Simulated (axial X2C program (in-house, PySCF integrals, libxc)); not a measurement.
## Photoelectron levels of InO⁻ by EOM-IP-CCSD

Calculated with an in-house all-electron X2C program for linear molecules (integrals from PySCF): two-component X2C with atomic mean-field Coulomb and Gaunt terms, Gaussian nuclei, basis In dyall-acv3z, O dyall-av3z with contracted cores.

R = 2.203 Å (1.150 times 1.916 Å, the PBE0 minimum at charge -1 for the lowest determinant).

Vertical detachment energies of InO⁻ to the states of InO:

```tsv
Ω of InO	vertical detachment energy (eV)	above lowest (cm⁻¹)	ionised spinor	one-hole weight
1/2	1.890	0	86% O pπ, 8% In pπ	0.89
3/2	1.891	3	88% O pπ, 6% In pπ	0.89
1/2	2.092	1631	61% O pσ, 24% In pσ, 11% In sσ	0.91
1/2	6.022	33327	66% In sσ, 24% O pσ	0.90
```

This point took 38 s on 1 thread of Intel(R) Xeon(R) Processor @ 2.30GHz, with other jobs on the host.

Reference electrons by ω block (each with its −ω partner): 1/2: 19, 3/2: 8, 5/2: 2. 20 electrons of InO⁻ correlated (inner shells frozen), 94 natural virtual spinors (a truncated set); levels can be off by some tenths of an eV. Roots sought by Ω: (1/2: 4, 3/2: 3, 5/2: 1); the list ends where they run out and leaves out roots under 60 % one-particle weight. The solver can skip a root, and states that need a further excitation, which the method places far too high, are missing though they may lie low or lowest. T1 of the reference 0.038 (Lee–Taylor). Number of frozen shells: In 4 s, 3 p, 1 d; O 1 s. Large amplitudes in the reference (orbital relaxation or multireference character) lower the reliability.
